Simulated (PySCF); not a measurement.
# What a mistake does to a calculation on B2H4NO anion

These are calculations, not measurements. The program is PySCF 2.14.0, an open-source quantum chemistry code, run on an isolated molecule that a program drew, which may never have been made. The molecule is B2H4NO anion (charge -1, singlet), drawn as the SMILES string `N[BH2-]B=O`.

Each row is a Hartree-Fock (HF) and frozen-core CCSD(T) single point in the aug-cc-pVDZ basis, meant for a local HF minimum. Run 1 is clean. Each other run has one planted mistake out of seven kinds, and not every kind appears here: one electron removed, one electron added, multiplicity raised by two, geometry at a saddle point, minimal basis STO-3G, one bond length entered in bohr, all coordinates scaled. The reference is restricted for singlets and unrestricted otherwise, and also for a bond in bohr. Adding or removing an electron swaps singlet and doublet. Electrons count all cores. HOMO and LUMO are orbital energies over both spins, the gradient is its largest component, and the lowest frequency (negative if imaginary) is given only where the gradient is small. Bond lengths are over the 7 bonds as drawn. T1 is the CCSD diagnostic: over 0.02 (restricted) or 0.045 (unrestricted) a single reference is doubtful.

Geometry of the clean run:
```xyz
8
B2H4NO anion, angstrom
N     0.3760   -0.8516   -2.0696
B    -0.8031   -0.8517   -1.0468
B    -1.4778    0.7378   -0.7034
O    -1.9385    1.8347   -0.4703
H     0.1033   -0.4698   -2.9585
H     1.1460   -0.2867   -1.7563
H    -1.7425   -1.5419   -1.4700
H    -0.4303   -1.3117    0.0428
```

| run | electrons | basis functions | <S^2> | HOMO (eV) | LUMO (eV) | gradient (hartree/bohr) | lowest frequency (cm^-1) | mean bond (Å) | longest bond (Å) | T1 | HF (hartree) | CCSD(T) (hartree) | mistake |
|---|---|---|---|---|---|---|---|---|---|---|---|---|---|
| 1 | 30 | 128 | 0.000 | -4.61 | 3.92 | 1.3e-05 | 166 | 1.2892 | 1.761 | 0.0166 | -181.11984 | -181.74676 | no fault |
| 2 | 30 | 128 | 2.015 | 0.08 | 3.39 | 5.6e-02 | - | 1.2892 | 1.761 | 0.0369 | -181.01579 | -181.61321 | multiplicity raised by two |
| 3 | 30 | 128 | 0.833 | -5.02 | 3.87 | 1.1e-02 | - | 1.4169 | 1.899 | 0.0534 | -181.00589 | -181.62030 | one bond length entered in bohr |
| 4 | 30 | 24 | 0.000 | -0.93 | 16.86 | 5.3e-02 | - | 1.2892 | 1.761 | 0.0176 | -178.60784 | -178.84392 | minimal basis STO-3G |
| 5 | 29 | 128 | 0.770 | -11.99 | -0.91 | 6.1e-02 | - | 1.2892 | 1.761 | 0.0416 | -181.02252 | -181.61691 | ? |

**Which mistake was planted in run 5, and what did it cost?**

It counts 29 electrons, one fewer than the clean run, at the same geometry and basis. So the mistake is: one electron removed. Subtracting run 1 and multiplying by 627.51 kcal/mol a hartree, the energy moved by 61.1 kcal/mol in HF and 81.5 kcal/mol in CCSD(T).

Cautions from the logs. Run 2: the HOMO is above zero, so the electron isn't bound and the energy depends on the basis; run 3: T1 is over the limit, so its CCSD(T) energy is less reliable.
